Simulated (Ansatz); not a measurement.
Ansatz (an electronic-structure program) input (r2SCANh/def2-TZVPD):

Ansatz 0.2 input:
```yaml
crystal:
  periodic: [false, false, false]
  atoms:
    - {symbol: C, position_ang: [-2.22668425, -0.13517581, -0.01903695]}
    - {symbol: C, position_ang: [-0.74225317, -0.20239316, 0.14181721]}
    - {symbol: C, position_ang: [-0.01911908, -1.02540948, 0.96438830]}
    - {symbol: C, position_ang: [1.36205259, -0.77820648, 0.82236165]}
    - {symbol: C, position_ang: [1.74568159, 0.16972963, -0.04511369]}
    - {symbol: S, position_ang: [0.30454438, 0.83879899, -0.76989646]}
    - {symbol: H, position_ang: [-2.61582906, 0.85256276, 0.23739355]}
    - {symbol: H, position_ang: [-2.70184060, -0.86471889, 0.63675909]}
    - {symbol: H, position_ang: [-2.53158165, -0.35466550, -1.04455126]}
    - {symbol: H, position_ang: [-0.46242922, -1.75657614, 1.62380616]}
    - {symbol: H, position_ang: [2.72090424, 0.53134573, -0.32156334]}
basis:
  gaussian:
    orbitals: def2-TZVPD
hamiltonian:
  xc: {name: r2SCANh}
magnetization: {spin_polarized: true, initial_magnetization: 1}
output: {forces: true}
```

End of the output:

```
the calculation of the forces begins
reference -16097.50103747 eV, -591.5722518488 hartree; 26, 25 occupied and 250, 251 virtual orbitals, 1418 factors
Total energy: -16097.50103747 eV, -591.5722518488 hartree
Atom 0 at    -2.226684    -0.135176    -0.019037 Å, force     0.096309     0.007304    -0.000549 eV/Å
Atom 1 at    -0.742253    -0.202393     0.141817 Å, force     0.013828     0.095851    -0.089355 eV/Å
Atom 2 at    -0.019119    -1.025409     0.964388 Å, force     0.169802     0.068222    -0.053087 eV/Å
Atom 3 at     1.362053    -0.778206     0.822362 Å, force    -0.201455    -0.023098     0.008513 eV/Å
Atom 4 at     1.745682     0.169730    -0.045114 Å, force    -0.203037     0.112120    -0.118928 eV/Å
Atom 5 at     0.304544     0.838799    -0.769896 Å, force     0.087535    -0.270736     0.260709 eV/Å
Atom 6 at    -2.615829     0.852563     0.237394 Å, force     0.015660    -0.023358    -0.009463 eV/Å
Atom 7 at    -2.701841    -0.864719     0.636759 Å, force     0.030501     0.015437    -0.012533 eV/Å
Atom 8 at    -2.531582    -0.354666    -1.044551 Å, force     0.013402     0.008998     0.024895 eV/Å
Atom 9 at    -0.462429    -1.756576     1.623806 Å, force    -0.013591     0.002438    -0.003189 eV/Å
Atom 10 at     2.720904     0.531346    -0.321563 Å, force    -0.008954     0.006821    -0.007012 eV/Å
Dipole moment:    -0.243666    -0.002212    -0.013930 e Å
```

It need not be the lowest isomer of its formula.
